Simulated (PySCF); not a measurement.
**Ionisation energy along the 24-electron series**

Calculated with PySCF 2.14 and a two-component X2C-1e Hamiltonian (Gaussian nucleus, no Breit or QED terms), each ion in its own even-tempered basis scaled to its charge; GMP2 freezes [Ne] and drops the highest virtual spinors. Values in eV. NIST values: (m) measured, (s) semi-empirical, (t) theoretical.

```
  ion  configuration  GHF (spin-free)  GMP2 (spin-free)  GHF (screened spin-orbit)  GMP2 (screened spin-orbit)          NIST
Er⁴⁴⁺       [Ar] 3d6           3626.1            3627.1                     3625.2                      3625.1  3624 ± 4 (t)
Yb⁴⁶⁺       [Ar] 3d6           3933.8            3934.8                     3930.7                      3930.5  3929 ± 4 (t)
```

Problem. Fill in the row of Tm⁴⁵⁺.

Solution. configuration: [Ar] 3d6; GHF (spin-free): 3778.4; GMP2 (spin-free): 3779.5; GHF (screened spin-orbit): 3776.5; GMP2 (screened spin-orbit): 3776.4; NIST: 3775 ± 4 (t).
